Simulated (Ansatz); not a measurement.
`BS[SiH2]C` + `[SiH3]Br` → `C[SiH2][SiH2]Br` + `BS`  (formal exchange of groups at the Si–S bond)

Gas-phase electronic energies from Ansatz, PBE0-D4/def2-TZVP geometries. CCSD(T)/CBS adds triple-zeta CCSD(T) − MP2 to the extrapolated MP2 energy (def2 sets, frozen cores). This one scheme is used for every species. Functionals use def2-TZVPP. B3LYP here is the variant with VWN-RPA as its local correlation; programs differ in this. For Br outer-core shells are correlated without core-valence functions, which leaves a few kJ/mol of doubt a bond. Scalar relativity is left out up to krypton. One conformer a species, not always the lowest.

Is it downhill or uphill in electronic energy at CCSD(T)/CBS, and by how much? (An estimate is asked.)

The calculation gave: Uphill: ΔE = +0.53 eV.

What do these levels give: B3LYP-D4, HF/def2-TZVPP, SCS-MP2/def2-TZVPP, CCSD/def2-TZVPP, MP2/CBS(def2), CCSD/CBS(def2)? (An estimate is asked.)

The calculation gave: B3LYP-D4 0.48, HF/def2-TZVPP 0.62, SCS-MP2/def2-TZVPP 0.60, CCSD/def2-TZVPP 0.52, MP2/CBS(def2) 0.63, CCSD/CBS(def2) 0.54 eV.

Largest T1 diagnostic among the species: 0.015.

From PBE to PBE0 (25 % exact exchange), in def2-TZVPP and without D4, ΔE moves by +0.05 eV.
